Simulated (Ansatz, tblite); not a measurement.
Cost and result up the ladder for PdBr₂ (3 atoms). Total charge 0; singlet. Geometry: r2SCAN-D4/def2-TZVP.

```xyz
3

Pd   -0.959    0.315    0.070
Br    1.026    1.476    0.106
Br   -0.067   -1.791   -0.176
```

Ansatz on 2 threads of Intel Xeon Platinum 8488C on a shared host; xTB runs through tblite on one thread. Times are rough, summed over both states, and most runs start from the orbitals of an earlier one. PBE0-D4/def2-TZVP serves as the yardstick here, not as an exact answer. The other state is a doublet.

In the def2 sets Pd takes a core potential; there is no spin–orbit coupling. The xTB rows come from tblite. At PBE-D4/def2-TZVP a triplet of charge 0 lies 0.13 eV below the restricted singlet, each at its own geometry. The structure comes from a short search, and lower isomers may exist.

Raw xTB energies of ions are shifted by several eV.

| level | functions | vertical IE (eV) | difference from PBE0-D4/def2-TZVP (eV) |
| --- | --- | --- | --- |
| GFN2-xTB | 27 | 14.22 | 4.46 |
| PBE0-D4/def2-TZVP | 136 | 9.76 | 0.00 |
| GFN1-xTB | 27 | 15.20 | 5.45 |
| PBE-D4/def2-TZVP (with forces) | 136 | 9.32 | -0.43 |
| r2SCAN-D4/def2-TZVP | 136 | 9.52 | -0.24 |

Question: Estimate how long each takes.

Answer: GFN1-xTB 0.006 s; GFN2-xTB 0.007 s; PBE-D4/def2-TZVP (with forces) 5.6 s; r2SCAN-D4/def2-TZVP 9.9 s; PBE0-D4/def2-TZVP 13 s. On shared hardware such times vary by a factor of up to 3.
